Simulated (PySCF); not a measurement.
# Bond length, frequency and bond energy of Cu₂ by level of theory

State: ¹Σg⁺ (singlet), closed shell. Set-up: PySCF, no relativity, basis sets Cu def2-TZVPPD. De refers to Cu (3d10 4s1) + Cu (3d10 4s1) in their ground configurations, without counterpoise correction.

| Level | Re (Å) | ωe (cm⁻¹) | De (eV) |
| --- | --- | --- | --- |
| RHF-MP2 | 2.247 | 270 | n/a |
| RHF-SCS-MP2 | 2.274 | 256 | n/a |
| PBE | 2.263 | 255 | 2.11 |
| revPBE | 2.287 | 246 | 1.89 |
| PW91 | 2.256 | 258 | 2.12 |
| r²SCAN | 2.225 | 268 | 2.03 |
| TPSSh | 2.253 | 257 | 1.91 |
| B3LYP | 2.288 | 243 | 1.81 |
| PBE0 | 2.282 | 245 | 1.78 |
| CAM-B3LYP | 2.268 | 254 | 1.75 |
| B2PLYP | 2.272 | 253 | 1.85 |

The bond length runs from 2.225 Å (r²SCAN) to 2.288 Å (B3LYP). De spans 1.75 eV (CAM-B3LYP, range-separated hybrid) to 2.12 eV (PW91, GGA).

Correlated steps freeze 10 core orbitals. Closed-shell solutions of metal pairs were not tested for spin polarisation, which can lower them a little. B2PLYP dipoles, levels and charges come from its SCF part alone.

The whole job (state search and all levels along the bond) took about 8 min on 2 threads of Arm Neoverse V2 (shared host), peak memory 8.9 GiB.
